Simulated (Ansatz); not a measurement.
Molecule: sum formula HBO (charge 0, singlet). 
Structure (B3LYP-D3(BJ)/def2-TZVP (Ansatz, a program for electronic structure) minimum search):
```xyz
3

B     -0.2509    -0.5836    -0.6006
O      0.0479     0.2685     0.3281
H      0.8717     0.7704     0.3784
```
Charge 0, spin multiplicity 1.

### Question
Give the harmonic wavenumbers at B3LYP-D3(BJ)/def2-TZVP (Ansatz, finite differences of forces, unscaled).

### Answer
564, 1434, 3796 cm⁻¹. Zero-point energy 8.3 kcal/mol.

### Question
From these and the geometry, give the ideal-gas thermochemistry at 298.15 K and 1 atm (rigid rotor, harmonic oscillator).

### Answer
Point group Cs, rotational symmetry number 1. Rotational constants 925.6, 42.06, 40.23 GHz. S(trans) 35.90, S(rot) 15.98, S(vib) 0.53, S(elec, spin only) 0.00, S 52.4 cal/(mol K). H(298) - H(0) 2.49 kcal/mol; G - E(el) -4.9 kcal/mol.
